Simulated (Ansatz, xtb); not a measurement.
ClCuH3Si2+: where a starting geometry ends

The starting geometry of this gas-phase singlet has its atoms placed at random.

```xyz
7

Cl    0.4595    0.3295   -0.8864
Cu   -0.9031   -1.0734   -1.8372
Si   -0.7216   -0.6664    0.7184
Si    1.5172   -0.7870    1.0130
H     0.2516    1.3435   -1.5270
H    -0.5286   -1.9790    0.8544
H     1.8947   -0.9660   -0.8865
```

**Question.** One run relaxed it with r2SCAN-D4/def2-SVP. What is a likely outcome?

**Answer.** It ends as a structure with Cl1 bridging Cu2 and H5, H6 bridging Si3 and Si4, H7 bridging Si3 and Si4, given below by its coordinates. Distances that change by over a tenth: Cl1–Si4 (2.44 → 6.62 Å), Cu2–Si3 (2.59 → 2.21 Å), Si3–H6 (1.33 → 1.67 Å). Contacts that open: Cl1–Si3 (2.23 → 4.51 Å). Contacts that close: Si3–H7 (3.08 → 1.67 Å), Si4–H6 (2.37 → 1.72 Å), Si4–H7 (1.94 → 1.72 Å).

The energy falls by 7.98 eV over 31 steps:

```tsv
step	E − E(last) (eV)
1	7.978
4	3.458
8	0.992
11	0.485
14	0.214
18	0.009
21	0.002
24	0.001
28	0.000
31	0.000
```

Final geometry (Å):

```xyz
7

Cl   -0.1722    1.2332   -3.2102
Cu    0.0417    0.1240   -1.2081
Si    0.2357   -0.9256    0.7279
Si    0.8026   -2.4231    2.2274
H    -0.7429    2.3405   -2.8374
H     0.0678   -2.5831    0.6810
H     1.7372   -1.5648    1.0681
```

From the same start GFN2-xTB ends elsewhere, differing in Si3–H7 (2.93 against 1.67 Å here), Si4–H6 (2.74 against 1.72 Å here).

From so rough a start the end depends on the optimiser's path, so another program may land elsewhere. No frequencies were run, so the end isn't proven a minimum. Run with Ansatz 0.2.0, 92 s on 1 thread of Intel(R) Xeon(R) 6975P-C (Granite Rapids), with other jobs on the host.
